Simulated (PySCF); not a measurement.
An isoelectronic set: 28 electrons

PBE in PySCF with def2-SVPD on every atom, for the lowest determinant that a PBE0 search found; no spin–orbit coupling. All have 28 electrons, 8 of them in the valence shells, and the same state, a singlet (closed shell). For ions De leads to the atom and ion picked by measured ionisation energies and electron affinities.

| species | difference of nuclear charges | Re (Å) | ωe (cm⁻¹) | k (mdyn/Å) | De (eV) | dissociates to |
| --- | --- | --- | --- | --- | --- | --- |
| NaS⁻ | 5 | 2.448 | 334 | 0.876 | 1.71 | Na + S⁻ |
| NaCl | 6 | 2.390 | 352 | 1.01 | 4.19 | Na + Cl |
| KF | 10 | 2.233 | 405 | 1.23 | 5.19 | K + F |
| CaO | 12 | 1.837 | 755 | 3.84 | 5.17 | Ca + O |

Problem. Which member of the whole set has the stiffest bond, and how does it compare with the softest?

Solution. CaO with k = 3.84 mdyn/Å, 4.4 times that of NaS⁻.

For an ion De counts to the pair picked by the measured ionisation energies or electron affinities, which need not be the lowest pair at this level. The highest Kohn–Sham level is positive in this anion. Much of that is self-interaction error, but it also means that the finite basis helps to hold the extra electron.
